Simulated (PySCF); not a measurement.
C₂H₆O₃Sn, SMILES C=[CH][Sn]([OH])([OH])[OH] (connectivity only; charge and spin as stated), charge +1, multiplicity 2.

Geometry optimised at r2SCAN-D4/def2-SVP. The def2 effective core potentials stand for the cores of Sn; spin–orbit coupling is left out. The values are those of a single conformer.

Two levels are set side by side: PBE/def2-TZVP (PySCF) and PBE0/def2-TZVP (PySCF). Same geometry, gas phase. Differences are taken from unrounded values.

```json
[
 {"quantity": "α-spin orbital gap (eV)", "PBE": "4.01"},
 {"quantity": "β-spin orbital gap (eV)", "PBE": "0.95"},
 {"quantity": "mean polarisability (bohr³)", "PBE": "87.4"}
]
```

Question: These are the PBE values. What does PBE0 give? (Estimate from the structure and the level; the computed values follow.)

Answer: 
```json
[
 {"quantity": "α-spin orbital gap (eV)", "PBE0": "6.32", "PBE minus PBE0": "-2.31"},
 {"quantity": "β-spin orbital gap (eV)", "PBE0": "3.12", "PBE minus PBE0": "-2.17"},
 {"quantity": "mean polarisability (bohr³)", "PBE0": "80.0", "PBE minus PBE0": "7.4"}
]
```

PBE's more diffuse valence density responds more strongly to a field. Differences between two approximate levels are no errors against the true value.

Rough cost on one machine, each run with all the roots and properties that it gave: PBE0 against PBE within a factor of 2.
